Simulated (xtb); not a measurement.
C8H9, doublet, at a GFN2-xTB geometry; GFN0-xTB (xtb 6.7.1).

Here is a job for xtb.
```
$ xtb mol.xyz --gfn 0 --uhf 1 --grad --json

# file mol.xyz
17

C      2.53390896    -0.89210378     0.20590525
C      1.21594166    -0.19811550     0.03625603
C      1.18719148     1.16182900    -0.29835815
C     -0.03004495     1.75356138    -0.43084276
C     -1.23074991     1.12998049    -0.26412531
C     -1.21484095    -0.22609908     0.06966145
C     -2.49545641    -0.98387104     0.25333052
C      0.01264273    -0.86205001     0.21284658
H      3.17885006    -0.70440480    -0.65107387
H      3.04337353    -0.52034798     1.09507122
H      2.39572473    -1.96546748     0.31160996
H      2.11104764     1.70257665    -0.44092707
H     -2.16914990     1.65112292    -0.38248307
H     -2.45617114    -1.58588259     1.15972643
H     -3.34404839    -0.30748003     0.31834684
H     -2.65639169    -1.65644859    -0.58971636
H      0.02520938    -1.91245693     0.47140435
```

Question: Predict the main parts of the log of this xtb run.

Answer: 
```
   ID    Z sym.   atoms
    1    6 C      1-8
    2    1 H      9-17

           -------------------------------------------------
          |                Calculation Setup                |
           -------------------------------------------------

           -------------------------------------------------
          |                 G F N 0 - x T B                 |
           -------------------------------------------------

          ...................................................
          :                      SETUP                      :
          :.................................................:
          :  # basis functions                  50          :
          :  # atomic orbitals                  50          :
          :  # shells                           34          :
          :  # electrons                        41          :
          :  electronic temp.          300.0000000     K    :
          :  accuracy                    1.0000000          :
          :  -> integral cutoff          0.2500000E+02      :
          :  -> integral neglect         0.1000000E-07      :
          ...................................................

         :::::::::::::::::::::::::::::::::::::::::::::::::::::
         ::                     SUMMARY                     ::
         :::::::::::::::::::::::::::::::::::::::::::::::::::::
         :: total energy             -21.784159276624 Eh    ::
         :: gradient norm              0.016373166241 Eh/a0 ::
         :: HOMO-LUMO gap              2.758211026765 eV    ::
         ::.................................................::
         :: H0 energy                -22.167684034505 Eh    ::
         :: repulsion energy           0.409684478906 Eh    ::
         :: electrostat energy        -0.020025490428 Eh    ::
         :: -> Gsolv                   0.000000000000 Eh    ::
         ::    -> Gsasa                0.000000000000 Eh    ::
         ::    -> Gshift               0.000000000000 Eh    ::
         :: dispersion energy         -0.006134230596 Eh    ::
         :: short-range corr.          0.000000000000 Eh    ::
         :: add. restraining           0.000000000000 Eh    ::
         :: total charge               0.000000000000 e     ::
         :::::::::::::::::::::::::::::::::::::::::::::::::::::

           -------------------------------------------------
          |                Property Printout                |
           -------------------------------------------------

    * Orbital Energies and Occupations

         #    Occupation            Energy/Eh            Energy/eV
      -------------------------------------------------------------
         1        2.0000           -0.6497725             -17.6812
       ...           ...                  ...                  ...
         9        2.0000           -0.5431039             -14.7786
        10        2.0000           -0.5380571             -14.6413
        11        2.0000           -0.5337429             -14.5239
        12        2.0000           -0.5252834             -14.2937
        13        2.0000           -0.5217890             -14.1986
        14        2.0000           -0.5153371             -14.0230
        15        2.0000           -0.4968936             -13.5212
        16        2.0000           -0.4954768             -13.4826
        17        2.0000           -0.4897260             -13.3261
        18        2.0000           -0.4667908             -12.7020
        19        2.0000           -0.4330081             -11.7827
        20        2.0000           -0.4277880             -11.6407
        21        1.0000           -0.3694166             -10.0523 (HOMO)
        22                         -0.2680543              -7.2941 (LUMO)
        23                         -0.2597278              -7.0676
        24                         -0.1464596              -3.9854
        25                         -0.1447194              -3.9380
        26                         -0.1390038              -3.7825
        27                         -0.1255717              -3.4170
        28                         -0.1214416              -3.3046
        29                         -0.1078141              -2.9338
        30                         -0.0883586              -2.4044
        31                         -0.0870668              -2.3692
        32                         -0.0784406              -2.1345
       ...                                ...                  ...
        50                          0.6109457              16.6247
      -------------------------------------------------------------
                  HL-Gap            0.1013624 Eh            2.7582 eV
             Fermi-level            0.0000000 Eh            0.0000 eV

     #   Z          covCN         q      C6AA      α(0)
     1   6 C        3.757    -0.381    32.156     8.182
     2   6 C        2.975     0.082    27.570     8.586
     3   6 C        2.920    -0.080    31.622     9.193
     4   6 C        2.015    -0.112    34.728     9.506
     5   6 C        2.920    -0.079    31.597     9.189
     6   6 C        2.976     0.082    27.571     8.586
     7   6 C        3.757    -0.380    32.151     8.181
     8   6 C        2.927    -0.159    33.846     9.511
     9   1 H        0.925     0.124     1.580     1.966
    10   1 H        0.925     0.125     1.574     1.962
    11   1 H        0.925     0.123     1.588     1.971
    12   1 H        0.926     0.093     1.853     2.129
    13   1 H        0.926     0.091     1.865     2.136
    14   1 H        0.925     0.124     1.579     1.965
    15   1 H        0.925     0.123     1.591     1.973
    16   1 H        0.924     0.125     1.572     1.961
    17   1 H        0.925     0.100     1.788     2.091

 Mol. C6AA /au·bohr⁶  :       3176.224966
 Mol. C8AA /au·bohr⁸  :      78982.611308
 Mol. α(0) /au        :         89.085876

Wiberg/Mayer (AO) data.
largest (>0.10) Wiberg bond orders for each atom

 ---------------------------------------------------------------------------
     #   Z sym  total        # sym  WBO       # sym  WBO       # sym  WBO
 ---------------------------------------------------------------------------
     1   6 C    3.978 --     2 C    1.012    11 H    0.978     9 H    0.972
                            10 H    0.968
     2   6 C    3.966 --     8 C    1.434     3 C    1.340     1 C    1.012
                             5 C    0.114
     3   6 C    3.981 --     4 C    1.504     2 C    1.340    12 H    0.960
                             6 C    0.115
     4   6 C    3.287 --     3 C    1.504     5 C    1.484     8 C    0.104
     5   6 C    3.981 --     4 C    1.484     6 C    1.359    13 H    0.959
                             2 C    0.114
     6   6 C    3.966 --     8 C    1.414     5 C    1.359     7 C    1.011
                             3 C    0.115
     7   6 C    3.978 --     6 C    1.011    15 H    0.979    14 H    0.972
                            16 H    0.967
     8   6 C    3.986 --     2 C    1.434     6 C    1.414    17 H    0.963
                             4 C    0.104
     9   1 H    0.983 --     1 C    0.972
    10   1 H    0.986 --     1 C    0.968
    11   1 H    0.978 --     1 C    0.978
    12   1 H    0.988 --     3 C    0.960
    13   1 H    0.988 --     5 C    0.959
    14   1 H    0.983 --     7 C    0.972
    15   1 H    0.978 --     7 C    0.979
    16   1 H    0.986 --     7 C    0.967
    17   1 H    0.978 --     8 C    0.963
 ---------------------------------------------------------------------------

Topologies differ in total number of bonds
Writing topology from bond orders to xtbtopo.mol

 dipole moment from electron density (au)
     X       Y       Z
   0.0281  -0.7974   0.1929  total (Debye):    2.087

           -------------------------------------------------
          | TOTAL ENERGY              -21.784159276624 Eh   |
          | GRADIENT NORM               0.016373166241 Eh/α |
          | HOMO-LUMO GAP               2.758211026765 eV   |
           -------------------------------------------------

normal termination of xtb
```
